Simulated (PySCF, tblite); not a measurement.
Isomers of C3H8S2Si, one GFN2-xTB conformer each. Single-point energies are computed at PBE0/pcSseg-1 (PySCF, gas phase, no added dispersion term), electronic only.

Question: Rank them by PBE0/pcSseg-1 energy, lowest first (kJ/mol).
A. `[CH3:1][C@@:2]1([S:3][SiH3:4])[CH2:5][S:6]1` with C1–C2–S3–Si4 -149°
B. `[CH3:1][C:2](=[S:3])[CH2:4][SiH2:5][SH:6]` with C1–C2–C4–Si5 93°, C2–C4–Si5–S6 -75°, C4–Si5–S6–H -171°

Answer: B (0.0), A (52.8).

As drawn, the lower has an S–H bond, an Si–C bond and a C=S bond, which the higher lacks; the higher has a three-membered ring, which the lower lacks. GFN2-xTB itself gives, in the same order: 10.7, 0.0. GFN2-xTB puts C[C@@]1(S[SiH3])CS1 lowest instead.

Question: Which frontier levels, dipoles and rotational constants go with these structures?

Answer: 
| SMILES | HOMO (eV, PBE0/pcSseg-1) | LUMO (eV) | dipole (D) | A, B, C (MHz) |
| --- | --- | --- | --- | --- |
| CC(=S)C[SiH2]S | -6.32 | -1.97 | 2.52 | 3224, 1001, 869.9 |
| C[C@@]1(S[SiH3])CS1 | -6.77 | -0.39 | 1.19 | 2718, 1601, 1184 |

Question: What happens when harmonic zero-point energies from GFN2-xTB frequencies are added?

Answer: 
```csv
SMILES,ZPE (kJ/mol),electronic (kJ/mol),with ZPE (kJ/mol)
CC(=S)C[SiH2]S,253.5,0.0,0.0
C[C@@]1(S[SiH3])CS1,256.2,52.8,55.5
```

The zero-point energies span 2.7 kJ/mol. The order is unchanged.
